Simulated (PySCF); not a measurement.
From a computed spectrum to the compound

A species of 13 atoms with charge 2 has these harmonic modes (PBE0, small Gaussian bases with core potentials, PySCF 2.14.0):

```tsv
cm⁻¹	km/mol	symmetry
-23	–	
-22	–	
16	12.5	
50	0.1	
54	1.9	
56	1.8	
58	0.0	
86	0.0	
131	0.1	
259	12.0	
259	12.0	
260	12.8	
291	0.0	
395	0.0	
396	327.2	
396	326.9	
418	365.6	
478	0.0	
480	177.8	
480	177.4	
490	124.2	
1641	76.1	
1641	70.2	
1641	70.2	
1643	0.0	
3774	321.9	
3774	327.7	
3774	321.6	
3781	0.1	
3854	1.4	
3854	306.6	
3854	306.9	
3855	307.9
```

(1) Which species is it, and in which structure?

## Answers

(1) [Pb(H2O)4]2+ (singlet):
```xyz
13

Pb    0.0000    0.0000    0.0000
O     1.4593    1.4589    1.4018
H     2.2490    1.2013    1.9051
H     1.3692    2.4156    1.5444
O    -1.4593   -1.4018    1.4589
H    -1.3691   -1.5445    2.4156
H    -2.2490   -1.9050    1.2013
O     1.4593   -1.4589   -1.4018
H     1.3692   -2.4156   -1.5444
H     2.2490   -1.2013   -1.9051
O    -1.4593    1.4018   -1.4589
H    -2.2490    1.9050   -1.2013
H    -1.3691    1.5445   -2.4156
```
 Negative wavenumbers this small are taken as noise. 
 This is one of several that fit.
